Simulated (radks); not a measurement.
Results of a calculation; reference values are marked as such.
Removal energies from the promethium ion Pm6+, [Kr] 4d10 4f2 5s2 5p5, by Delta-SCF beside the eigenvalue of the level emptied. Level of theory: non-relativistic Kohn-Sham, PBE, spin-polarised, spherical densities, point nucleus (a radial shooting solver on a logarithmic mesh with Libxc functionals). Open shells are filled with parallel spins first.

removed from    final configuration  Delta-SCF (eV)  -eigenvalue (eV)
5p            [Kr] 4d10 4f2 5s2 5p4          99.179            92.177
4f            [Kr] 4d10 4f1 5s2 5p5          107.09            94.995
5s            [Kr] 4d10 4f2 5s1 5p5          117.70            110.22
4d             [Kr] 4d9 4f2 5s2 5p5          229.99            216.90
